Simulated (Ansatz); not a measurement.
Ansatz (a program for electronic structure) input (B3LYP/LANL2DZ): The .json file is the Basis Set Exchange's LANL2DZ.

Ansatz 0.2 input:
```yaml
crystal:
  periodic: [false, false, false]
  atoms:
    - {symbol: Hg, position_ang: [0.00000000, 0.00000000, 0.00000000]}
    - {symbol: Br, position_ang: [0.00000000, 0.00000000, 2.42485796]}
    - {symbol: Br, position_ang: [-0.00000000, -0.00000000, -2.42485796]}
basis:
  gaussian:
    orbitals: LANL2DZ.json
hamiltonian:
  xc: {name: B3LYP}
relax: {f_tol: 0.003, max_steps: 120}
```

From the output:

```
reference -1882.00948698 eV, -69.1625729746 hartree; 13, 13 occupied and 21, 21 virtual orbitals, 581 factors
relax step   3: F+E_penalty+E_count = -1882.00925893 eV  Δ(F+E_penalty+E_count) = -1.117e-2 eV  max|allowed force component| = 6.832e-2 eV/Å  Δτ_max = 0.0440 Å  (22 SCF iters, accepted)
these checks for a lower state are left out or cut short: starts, cluster_reference, orbital_swaps, neighbouring_geometries, increment
integrals: 0.01 GiB planned
581 factors; integrals over basis functions are off by at most 4.8e-5 eV
mean field: 0.10 GiB planned
mean field evaluation 32: about -1882.0098 eV, gradient 4.0e-5 eV
mean field -1882.00975752 eV, -69.1625829170 hartree, gradient 4.0e-5 eV, S^2 0.000000; 0 other end points of the search recorded, 0 dependent functions left out
the calculation of the forces begins
reference -1882.00998564 eV, -69.1625912999 hartree; 13, 13 occupied and 21, 21 virtual orbitals, 581 factors
relax step   4: F+E_penalty+E_count = -1882.00975752 eV  Δ(F+E_penalty+E_count) = -4.986e-4 eV  max|allowed force component| = 4.306e-3 eV/Å  Δτ_max = 0.0069 Å  (22 SCF iters, accepted)
these checks for a lower state are left out or cut short: starts, cluster_reference, orbital_swaps, neighbouring_geometries, increment
integrals: 0.01 GiB planned
581 factors; integrals over basis functions are off by at most 4.8e-5 eV
mean field: 0.10 GiB planned
mean field -1882.00975947 eV, -69.1625829885 hartree, gradient 2.6e-5 eV, S^2 0.000000; 0 other end points of the search recorded, 0 dependent functions left out
the calculation of the forces begins
reference -1882.00998759 eV, -69.1625913716 hartree; 13, 13 occupied and 21, 21 virtual orbitals, 581 factors
relax step   5: F+E_penalty+E_count = -1882.00975947 eV  Δ(F+E_penalty+E_count) = -1.945e-6 eV  max|allowed force component| = 8.667e-4 eV/Å  Δτ_max = 0.0006 Å  (16 SCF iters, accepted)
integrals: 0.01 GiB planned
581 factors; integrals over basis functions are off by at most 4.8e-5 eV
mean field: 0.10 GiB planned
mean field -1882.00975947 eV, -69.1625829885 hartree, gradient 2.6e-5 eV, S^2 0.000000; 1 other end points of the search recorded, 0 dependent functions left out
the calculation of the forces begins
reference -1882.00998759 eV, -69.1625913716 hartree; 13, 13 occupied and 21, 21 virtual orbitals, 581 factors
Total energy: -1882.00998759 eV, -69.1625913716 hartree
Atom 0 at     0.000000     0.000000    -0.000000 Å, force     0.000000     0.000000    -0.000000 eV/Å
Atom 1 at    -0.000000    -0.000000     2.583312 Å, force    -0.000000    -0.000000    -0.000867 eV/Å
Atom 2 at    -0.000000    -0.000000    -2.583312 Å, force    -0.000000    -0.000000     0.000867 eV/Å
Dipole moment:    -0.000000     0.000000     0.000000 e Å
```

The geometry given is a B3LYP-D3(BJ)/def2-TZVP minimum.
